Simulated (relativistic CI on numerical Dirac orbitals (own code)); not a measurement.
# Electric-dipole lines of Te XXI

These numbers are calculated, not measured: Dirac-Coulomb-Breit CI, KLI orbitals optimised for each configuration, a model potential for QED, unscaled Slater integrals (own radial code, finite nucleus).

Configuration list (outside the closed core [Ar] 3d10): 4s2.4p2, 4s.4p3, 4s2.4p.4d, 4p4, 4s.4p2.4d, 4s2.4p.4f, 4s.4p2.4f, 4p3.4d, 4s.4p.4d2, 4s2.4d.4f, 4p3.4f, 4s2.4p.5s, 4s2.4p.5p, 4p3.5s, 4s.4p.4d.5s, 4p2.4d.4f, 4s.4p2.5s, 4s2.4p.5d, 4s2.4f.5s, 4s.4p.4f2, 4s.4p2.5p, 4s2.4p.5f, 4s2.4p.5g, 4s.4p2.5d, 4s2.4p.6s, 4s2.4p.6p, 4s.4p.5s2, 4s2.4d2, 4s.4d3, 4s.4d2.4f, 4p2.4d2, 4p.4d3, 4p.4d2.4f, 4p.4d2.5s, 4s2.4f2, 4s.4d.4f2, 4s.4f3, 4p2.4f2, 4p.4d.4f2, 4p.4f3, 4p.4f2.5s, 4s2.4d.5s, 4s.4d2.5s, 4s.4d.4f.5s, 4s.4p.4d.4f, 4p2.4d.5s, 4p.4d.4f.5s, 4p.4d.5s2, 4s2.5s2, 4s.4d.5s2, 4s.4f.5s2, 4s.4p.4f.5s, 4s.4f2.5s. Double excitations out of closed p, d and f shells are left out; levels of such configurations are missing from the list, as are those of other unlisted configurations, and high levels can miss mixing partners. These lack a partner that the ground configuration has and come out too high: 4s.4p2.5p, 4s.4p2.5d, 4s2.4p.5p, 4s2.4p.5d, 4s2.4p.5f.

```
λ vac (nm)                 Lower                  Upper   A (s⁻¹)  E lower (cm⁻¹)  E upper (cm⁻¹)
    12.219      4s.4p3 3D°_1 [7]    4s.4p2.4d 3F_2 [65]  1.86e+11          511926         1330317
    12.276      4s2.4p2 3P_0 [1]   4s2.4p.4d 3D°_1 [19]  2.51e+11               0          814583
    12.285      4s2.4p2 3P_1 [2]   4s2.4p.4d 3P°_1 [24]  1.52e+11           87275          901288
    12.312      4s.4p3 3D°_3 [9]    4s.4p2.4d 3F_4 [72]  3.24e+11          566634         1378833
    12.357      4s.4p3 3D°_2 [8]    4s.4p2.4d 3D_3 [69]  1.62e+11          537235         1346488
    12.396  4s2.4p.4d 3F°_3 [16]    4s2.4p.4f 3G_4 [95]  1.27e+11          776784         1583513
    12.481   4s.4p2.4d 5F_5 [42]  4s.4p2.4f 5G°_6 [204]  1.77e+11         1189240         1990452
    12.504      4s.4p3 5S°_2 [6]    4s.4p2.4d 5P_1 [48]  2.46e+11          439000         1238757
    12.567      4s.4p3 3D°_2 [8]    4s.4p2.4d 3D_2 [66]  1.22e+11          537235         1332999
    12.577      4s2.4p2 3P_1 [2]   4s2.4p.4d 1D°_2 [21]  1.23e+11           87275          882362
    12.580      4s.4p3 5S°_2 [6]    4s.4p2.4d 5P_2 [46]  2.28e+11          439000         1233887
    12.593      4s2.4p2 1D_2 [3]   4s2.4p.4d 3D°_3 [23]  2.55e+11          106201          900315
    12.630   4s.4p2.4d 3G_5 [60]  4s.4p2.4f 3H°_6 [258]  2.78e+11         1314044         2105818
    12.667      4s.4p3 5S°_2 [6]    4s.4p2.4d 5P_3 [45]  1.36e+11          439000         1228458
    12.673  4s2.4p.4d 3D°_1 [19]      4s2.4d2 1D_2 [97]  2.02e+11          814583         1603635
    12.721     4s.4p3 3S°_1 [13]    4s.4p2.4d 3P_2 [84]  1.58e+11          677491         1463565
    12.816   4s.4p2.4d 3F_4 [72]  4s.4p.4d2 3G°_5 [284]  4.10e+11         1378833         2159120
    12.823      4s.4p3 3D°_3 [9]    4s.4p2.4d 3D_3 [69]  1.12e+11          566634         1346488
    12.884      4s2.4p2 1D_2 [3]   4s2.4p.4d 1D°_2 [21]  1.03e+11          106201          882362
    12.904   4s.4p2.4d 3D_3 [69]  4s.4p.4d2 3F°_4 [266]  2.98e+11         1346488         2121467
    12.912  4s2.4p.4d 3P°_2 [18]      4s2.4d2 3F_3 [94]  1.92e+11          804728         1579185
    12.966   4s.4p2.4d 5F_5 [42]  4s.4p.4d2 5F°_5 [191]  1.67e+11         1189240         1960512
    12.986      4s.4p3 5S°_2 [6]    4s.4p2.4d 3F_3 [43]  7.50e+10          439000         1209054
    13.012     4s.4p3 3P°_2 [14]    4s.4p2.4d 1F_3 [85]  2.38e+11          702795         1471335
    13.033  4s2.4p.4d 3F°_2 [15]    4s2.4p.4f 3G_3 [87]  1.60e+11          739499         1506771
    13.094   4s.4p2.4d 5P_3 [45]  4s.4p.4d2 5D°_4 [205]  2.34e+11         1228458         1992179
    13.115      4s.4p3 3D°_2 [8]    4s.4p2.4d 3D_3 [56]  1.16e+11          537235         1299733
    13.143  4s2.4p.4d 1F°_3 [26]   4s2.4p.4f 1G_4 [122]  4.70e+11          962088         1722930
    13.181  4s2.4p.4d 3F°_4 [20]    4s2.4p.4f 3G_5 [99]  2.05e+11          852850         1611534
    13.264      4s2.4p2 3P_2 [4]   4s2.4p.4d 1F°_3 [26]  2.56e+11          208191          962088
    13.278  4s2.4p.4d 1D°_2 [21]   4s2.4p.4f 1F_3 [104]  2.82e+11          882362         1635516
    13.308  4s2.4p.4d 3D°_3 [23]   4s2.4p.4f 3F_4 [108]  4.25e+11          900315         1651753
    13.326     4s.4p3 1P°_1 [17]    4s.4p2.4d 1D_2 [92]  2.14e+11          788531         1538950
    13.495  4s2.4p.4d 3P°_2 [25]   4s2.4p.4f 3F_3 [111]  2.63e+11          914657         1655684
    13.686  4s2.4p.4d 3F°_4 [20]    4s2.4p.4f 3G_4 [95]  1.09e+11          852850         1583513
    13.688  4s2.4p.4d 1P°_1 [27]   4s2.4p.4f 1D_2 [119]  3.55e+11          977088         1707661
    13.777  4s2.4p.4d 3F°_3 [16]    4s2.4p.4f 3G_4 [86]  8.76e+10          776784         1502625
    13.838      4s2.4p2 1S_0 [5]   4s2.4p.4d 1P°_1 [27]  2.17e+11          254459          977088
    13.938      4s2.4p2 3P_1 [2]   4s2.4p.4d 3P°_2 [18]  1.14e+11           87275          804728
    14.003  4s2.4p.4f 3F_4 [108]  4s2.4d.4f 3G°_5 [351]  4.03e+11         1651753         2365883
    14.155      4s2.4p2 3P_2 [4]   4s2.4p.4d 3P°_2 [25]  1.59e+11          208191          914657
    14.316      4s2.4p2 1D_2 [3]   4s2.4p.4d 3P°_2 [18]  6.64e+10          106201          804728
    14.357  4s2.4p.4f 1G_4 [122]  4s2.4d.4f 1H°_5 [379]  4.29e+11         1722930         2419430
    17.231      4s2.4p2 3P_2 [4]      4s.4p3 1P°_1 [17]  8.74e+10          208191          788531
    17.504      4s2.4p2 1D_2 [3]      4s.4p3 3S°_1 [13]  9.76e+10          106201          677491
```

Terms are leading LS components. Brackets give the number of a level in order of energy, since labels repeat. The list gives strong lines, with weight on those to low levels, without lines whose two gauges differ by over a factor of 2.5, among the lowest 400 of 4223 levels, so that lines to higher ones, which can be the strongest, are missing. Levels whose partners in the same complex of configurations lie outside the list can be far off, and so can their lines. Rates are taken at the computed energies, electric ones in the length gauge.

At this charge energies of transitions that change n are usually good to better than 1 %, and those within a shell (Δn = 0) to a few per cent.

LS names give the leading component of a level, which can be under half, so a name can repeat, a term be missing and a line seem to break the LS rules.
